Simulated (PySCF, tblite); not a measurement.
Isomers of C7H9OP. Computed values, GFN2-xTB/tblite, gas phase, harmonic and unscaled. The method is semi-empirical: single wavenumbers can be off by several per cent or more. Modes of hydrogen on phosphorus can be 10 to 20 % off. One conformer each.

Electronic energies: PBE0/pcSseg-1 single points on the GFN2-xTB geometries (PySCF, gas phase).

| SMILES | electronic energy, lowest = 0 (kJ/mol) |
| --- | --- |
| Cc1cpc(C2CC2)o1 | 163.8 |
| C=CCPc1ccco1 | 203.6 |
| C[P@@H](=O)c1ccccc1 | 0.0 |
| COc1ccc(C)cp1 | 105.6 |
| c1coc(PC2CC2)c1 | 212.7 |
| COc1cccpc1C | 101.4 |

**Question.** How do GFN2-xTB zero-point energies change the relative energies?

**Answer.** 
```tsv
SMILES	ZPE (kJ/mol)	of it from modes above 1550 cm⁻¹	electronic (kJ/mol)	with ZPE, lowest = 0 (kJ/mol)	lowest mode (cm⁻¹)	rings
C[P@@H](=O)c1ccccc1	362.3	178.7	0.0	0.0	47	1
COc1cccpc1C	368.9	171.5	101.4	108.0	82	1
COc1ccc(C)cp1	367.8	171.5	105.6	111.1	19i	1
Cc1cpc(C2CC2)o1	371.1	174.5	163.8	172.6	13i	2
C=CCPc1ccco1	359.7	180.8	203.6	201.0	28	1
c1coc(PC2CC2)c1	364.5	171.7	212.7	214.9	18i	2
```

The zero-point energies span 11.4 kJ/mol, from `C=CCPc1ccco1` to `Cc1cpc(C2CC2)o1`. Slightly imaginary modes are left out of the zero-point energy: `COc1ccc(C)cp1` 19.2i cm⁻¹, `Cc1cpc(C2CC2)o1` 12.8i cm⁻¹ and `c1coc(PC2CC2)c1` 17.7i cm⁻¹. The order is unchanged.

**Question.** And how do the electronic energies of GFN2-xTB itself compare?

**Answer.** `C[P@@H](=O)c1ccccc1` 0.0; `COc1cccpc1C` 172.9; `COc1ccc(C)cp1` 161.9; `Cc1cpc(C2CC2)o1` 172.1; `C=CCPc1ccco1` 236.9; `c1coc(PC2CC2)c1` 215.1 kJ/mol, lowest = 0. Against the energies above, taken from the same isomer `C[P@@H](=O)c1ccccc1`, the largest difference is 71.5 kJ/mol.

**Question.** What do entropy and thermal enthalpy add at 298.15 K and 1 bar (rigid rotor, harmonic oscillator, one conformer each)?

**Answer.** 
```
             SMILES  point group  symmetry number  S (J/(mol K))  H − H(0) (kJ/mol)  ZPE + H − H(0) − TS (kJ/mol)
C[P@@H](=O)c1ccccc1           C1                1          395.1              26.57                         271.0
        COc1cccpc1C           Cs                1          392.5              26.97                         278.8
       C=CCPc1ccco1           C1                1          419.6              27.88                         262.4
```

Not tabulated: `COc1ccc(C)cp1` (lowest mode only 19i cm⁻¹); `Cc1cpc(C2CC2)o1` (lowest mode only 13i cm⁻¹); `c1coc(PC2CC2)c1` (lowest mode only 18i cm⁻¹).
